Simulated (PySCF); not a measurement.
O3S. Atoms are numbered in the order given.

```xyz
4

O      1.4192     0.0000     0.0000
S      0.0000     0.0000     0.0000
O     -0.7096    -1.2290     0.0000
O     -0.7096     1.2290     0.0000
```
Charge 0, spin multiplicity 1.

The structure is a stationary point at ωB97X-D3(BJ)/def2-TZVP.

All values below come from PBE/pcSseg-2 (PySCF).

GIAO shieldings, no solvent; atoms alike by connectivity are averaged. δ = σ(ref) − σ: ¹⁷O against H2O (σ = 327.5 ppm); ³³S against H2S (σ = 705.0 ppm), references at their B3LYP-D3(BJ)/def2-TZVP geometries, non-relativistic.

```csv
nucleus,atoms,count,δ (ppm)
¹⁷O,"O1, O3, O4",3,310.2
³³S,S2,1,619.7
```
